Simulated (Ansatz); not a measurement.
Calculated with Ansatz (gas phase, PBE0-D4/def2-TZVP geometries, no zero-point term in ΔE). CCSD(T)/CBS is the MP2 limit (def2-TZVPP, def2-QZVPP) plus CCSD(T) − MP2 in def2-TZVPP, frozen cores. Functionals use def2-TZVPP. B3LYP here is the variant with VWN-RPA as its local correlation; programs differ in this. For Ge outer-core shells are correlated without core-valence functions, which leaves a few kJ/mol of doubt a bond. Scalar relativity is left out up to krypton. One conformer a species, not always the lowest.

`F[C]1=[CH][GeH]1[SiH3]` + `OBOCF` → `FCOBO[SiH3]` + `F[C]1=[CH][GeH2]1`  (cleavage of the Si–Ge bond)

Question: Is it downhill or uphill in electronic energy at CCSD(T)/CBS, and by how much? (An estimate is asked.)

Answer: Computed: Downhill: ΔE = -14.7 kcal/mol.

Question: What do these levels give: PBE-D4, ωB97M-V, r2SCAN, B3LYP, HF/def2-TZVPP, SCS-MP2/def2-TZVPP, CCSD(T)/def2-TZVPP, HF/def2-QZVPP, MP2/def2-QZVPP, SCS-MP2/def2-QZVPP, HF/CBS(def2), CCSD/CBS(def2)? (An estimate is asked.)

Answer: Ansatz gave: PBE-D4 -9.3, ωB97M-V -15.2, r2SCAN -13.4, B3LYP -14.6, HF/def2-TZVPP -21.2, SCS-MP2/def2-TZVPP -16.8, CCSD(T)/def2-TZVPP -14.8, HF/def2-QZVPP -21.8, MP2/def2-QZVPP -15.6, SCS-MP2/def2-QZVPP -17.0, HF/CBS(def2) -21.9, CCSD/CBS(def2) -15.6 kcal/mol.

Largest T1 diagnostic among the species: 0.014.

From PBE to PBE0 (25 % exact exchange), in def2-TZVPP and without D4, ΔE moves by −1.9 kcal/mol. In def2-TZVPP, CCSD(T) changes the Hartree–Fock value by +6.3 kcal/mol (the triples alone add +0.9 kcal/mol) and MP2 by +5.7 kcal/mol.
